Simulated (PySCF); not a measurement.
Correlation energy of Xe⁺ (xenon, charge +1)

[Kr] 4d10 5s2 5p4 6s1, high-spin 4P determinant (an excited configuration). Calculation: PySCF 2.14, in x2c-QZVPPall with one added diffuse shell each of s, p, d, f type (14s10p8d5f1g, 128 functions); the spin-free X2C one-electron Hamiltonian (Gaussian nucleus). Frozen: [Kr] 4d10; 7 electrons correlated.

MP2 pair energies summed by pair of shells (mhartree):

| pair | energy | share (%) |
| --- | --- | --- |
| 5s-5p | -46.80 | 39.5 |
| 5p-5p | -46.24 | 39.1 |
| 5p-6s | -13.29 | 11.2 |
| 5s-5s | -7.74 | 6.5 |
| 5s-6s | -4.30 | 3.6 |

Total MP2 correlation energy: -118.36 mhartree.

Same-spin part -30.81 and opposite-spin part -87.55 mhartree; SCS-MP2 scales them by 1/3 and 6/5 to -115.33 mhartree.
